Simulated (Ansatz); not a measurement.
Basis-set extrapolation for CH4BF2N (`CNB(F)F`) (PBE0-D4/def2-TZVP geometry, frozen core, Ansatz 0.2.0). Multiplicity 1, RHF reference.

```tsv
	def2-TZVPP	def2-QZVPP
HF	-318.523085	-318.537685
MP2 correlation	-0.972975	-1.054228
CCSD(T) correlation	-1.027782	not run
```

Energies in hartree. Use E(X) = E(∞) + A·exp(−7.88·√X) for Hartree–Fock and E(X) = E(∞) + B·X^(−2.97) for correlation, with X = 3 and 4, and add CCSD(T) minus MP2 of the smaller set to the MP2 limit.

Task: What is the CCSD(T) energy at the basis-set limit?

Result: HF limit: -318.537685 + (-0.014600) × 0.13774 = -318.53970. MP2 limit: -1.054228 + (-0.081253) × 0.74074 = -1.11442. Higher-order term: -1.027782 − (-0.972975) = -0.05481. Total: -319.70893 hartree, 415.0 kJ/mol below CCSD(T)/def2-TZVPP.
